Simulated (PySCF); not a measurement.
FH3SSi, SMILES S[SiH2]F. Geometry: B3LYP-D3(BJ)/def2-TZVP. The values are those of a single conformer.

TDDFT-LC-ωPBE/def2-SVPD run with PySCF puts the lowest singlet excitations at 6.60, 7.36, 7.77, 8.47, 8.57, 8.81 eV.

**Question.** What are the lowest excitation roots from ADC(2)/aug-cc-pVDZ in PySCF? (The exact figures need the calculation; the answer reports its results.)

**Answer.** 6.37, 7.19, 7.45, 8.07, 8.15, 8.24 eV. S1 differs by -0.23 eV (second minus first; roots are paired by order, and the bases may differ).
